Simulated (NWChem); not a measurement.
GeF, doublet; SMILES [F][Ge]

```xyz
2

Ge     0.0000     0.0000    -0.3816
F      0.0000     0.0000     1.4071
```
Atoms are numbered in this order, from 1.

Computed with NWChem. Pople sets run with spherical d functions. Spin-unrestricted. The state is orbitally degenerate and is run as one real component. All runs use the structure optimised with PBE0/def2-SVP, spin-unrestricted. No stability test was run on the SCF state. Vzz is the largest principal value of the second derivative of the potential at the nucleus (NWChem prints the opposite sign); η is the asymmetry. Non-relativistic.

### Question
What does the run give for CAM-B3LYP/6-31G*? Quantities: Vzz Ge1 (a.u.); η Ge1.

### Answer
The vzz Ge1 (a.u.) is 3.256. The η Ge1 is 0.82.
